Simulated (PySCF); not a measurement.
BrHOSn, SMILES [Sn]([OH])[Br] (connectivity only; charge and spin as stated), neutral, multiplicity 1.

Coordinates come from a B3LYP-D3(BJ)/def2-TZVP optimisation. The def2 effective core potentials stand for the cores of Sn; spin–orbit coupling is left out. The values are those of a single conformer.

Method: B3LYP-D3(BJ)/def2-TZVP run with PySCF.

Frequencies are harmonic and unscaled.

Computed harmonic wavenumbers and intensities:
```json
[
 {"mode": "1", "ν (cm⁻¹)": "138", "IR (km/mol)": "7.9", "moving atoms (share of kinetic energy)": "O 66 %, Br 14 %, H 11 %, Sn 9 %"},
 {"mode": "2", "ν (cm⁻¹)": "224", "IR (km/mol)": "38.6", "moving atoms (share of kinetic energy)": "Br 58 %, Sn 41 %"},
 {"mode": "3", "ν (cm⁻¹)": "441", "IR (km/mol)": "115.7", "moving atoms (share of kinetic energy)": "H 90 %, O 9 %"},
 {"mode": "4", "ν (cm⁻¹)": "594", "IR (km/mol)": "117.5", "moving atoms (share of kinetic energy)": "O 87 %, Sn 12 %"},
 {"mode": "5", "ν (cm⁻¹)": "739", "IR (km/mol)": "75.6", "moving atoms (share of kinetic energy)": "H 91 %"},
 {"mode": "6", "ν (cm⁻¹)": "3800", "IR (km/mol)": "54.7", "moving atoms (share of kinetic energy)": "H 94 %"}
]
```
